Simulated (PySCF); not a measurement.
C2H6F2OSi, SMILES [SiH](F)(COC)F. Atoms are numbered in the order given.

```xyz
12

C     -2.9006    -0.3710     0.4464
O     -1.5569    -0.0191     0.6529
C     -0.6702    -0.5683    -0.2938
Si     1.0386     0.0650     0.1395
F      2.1093    -0.7105    -0.7986
F      1.1518     1.6365    -0.2271
H     -3.4987     0.1057     1.2363
H     -3.2685    -0.0225    -0.5394
H     -3.0490    -1.4686     0.4990
H     -0.6814    -1.6805    -0.2785
H     -0.9305    -0.2707    -1.3328
H      1.4171    -0.1173     1.5546
```
Charge 0, spin multiplicity 1.

The structure is a stationary point at B3LYP-D3(BJ)/def2-SVP. This is a generated structure with no PubChem entry under its InChIKey; it may be hypothetical. One conformer was computed; it need not be the lowest.

Two levels are set side by side: PBE/pcSseg-1 (PySCF) and HF/pcSseg-1 (PySCF). GIAO shifts against CFCl3 (¹⁹F), H2O (¹⁷O), TMS (²⁹Si), TMS (¹H), TMS (¹³C) at the same level; non-relativistic, no solvent, atoms listed together averaged. Differences are taken from unrounded values.

```
quantity                    HF
----------------------  ------
δ(¹³C) of C1 (ppm)        59.9
δ(¹⁷O) of O2 (ppm)       -36.7
δ(¹³C) of C3 (ppm)        55.8
δ(²⁹Si) of Si4 (ppm)     -22.3
δ(¹⁹F) of F5, F6 (ppm)  -130.5
δ(¹H) of H12 (ppm)        4.76
```

Problem. What does PBE give, and how far is it from HF? (An estimate is asked for; the answer gives what the named calculation found.)

Solution. 
```json
[
 {"quantity": "δ(¹³C) of C1 (ppm)", "PBE": "68.4", "PBE minus HF": "8.5"},
 {"quantity": "δ(¹⁷O) of O2 (ppm)", "PBE": "5.6", "PBE minus HF": "42.4"},
 {"quantity": "δ(¹³C) of C3 (ppm)", "PBE": "68.8", "PBE minus HF": "13.0"},
 {"quantity": "δ(²⁹Si) of Si4 (ppm)", "PBE": "-6.2", "PBE minus HF": "16.1"},
 {"quantity": "δ(¹⁹F) of F5, F6 (ppm)", "PBE": "-179.7", "PBE minus HF": "-49.2"},
 {"quantity": "δ(¹H) of H12 (ppm)", "PBE": "5.48", "PBE minus HF": "0.73"}
]
```

Rough cost on one machine, each run with all the roots and properties that it gave: HF against PBE within a factor of 2.
